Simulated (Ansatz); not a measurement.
System: sum formula Si$_{2}$N$_{2}$H$_{7}$, net charge 0, doublet state. It need not be the lowest isomer of its formula. 
Geometry from a B3LYP-D3(BJ)/def2-TZVP (Ansatz, a quantum-chemistry and plane-wave program) optimisation:
```
Si
N 1 1.7239
H 2 1.0079 1 120.49
H 2 1.0080 3 111.17 1 149.00
H 1 1.4801 2 108.55 3 -164.92
H 1 1.4852 5 110.48 2 -117.90
Si 1 2.3904 5 107.97 6 -116.26
N 7 1.7221 1 103.68 5 -59.28
H 8 1.0210 7 114.90 1 -87.27
H 7 1.4832 8 109.83 9 156.51
H 7 1.4921 10 108.96 8 129.13
```
Charge 0, spin multiplicity 2.

Atomisation energy built up term by term with Ansatz (kcal/mol; UHF references for open shells; valence terms freeze the core; atomic spin-orbit terms are left out). CBS marks a two-point X^-3 extrapolation of the correlation energy; Hartree-Fock from the larger set.

```tsv
term	basis	kcal/mol
Hartree-Fock	cc-pV(Q+d)Z	566.61
CCSD correlation	CBS(cc-pV(T+d)Z,cc-pV(Q+d)Z)	(withheld)
(T)	CBS(cc-pV(T+d)Z,cc-pV(Q+d)Z)	(withheld)
core correlation	cc-pwCVTZ	1.00
scalar relativity (X2C)	cc-pVTZ-DK against cc-pVTZ	-1.82
sum: De		(withheld)
```

**Question.** Some entries are withheld; supply them.

**Answer.** 
- CCSD correlation, kcal/mol: 227.00
- (T), kcal/mol: 11.76
- sum: De, kcal/mol: 804.6
